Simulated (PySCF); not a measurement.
## Electron correlation in In (indium, neutral)

[Kr] 4d10 5s2 6s1, 2S determinant (an excited configuration). Computed with PySCF 2.14 in aug-cc-pwCVTZ-DK3 (10s9p7d4f1g, 109 functions), with the spin-free X2C one-electron Hamiltonian (Gaussian nucleus). Frozen: [Kr] 4d10; 3 electrons correlated.

| level | correlation energy (mhartree) |
| --- | --- |
| CCSD | -38.79 |
| (T) | -0.68 |
| CCSD(T) | -39.47 |

Diagnostics: T1 = 0.017, D1 = 0.0415, largest double amplitude 0.082.

The outer electron is Rydberg-like, and this basis confines it to a smaller radius and binds it less than a complete one would.

Cost of the coupled-cluster step: about 14 core-seconds, for 3 correlated electrons.
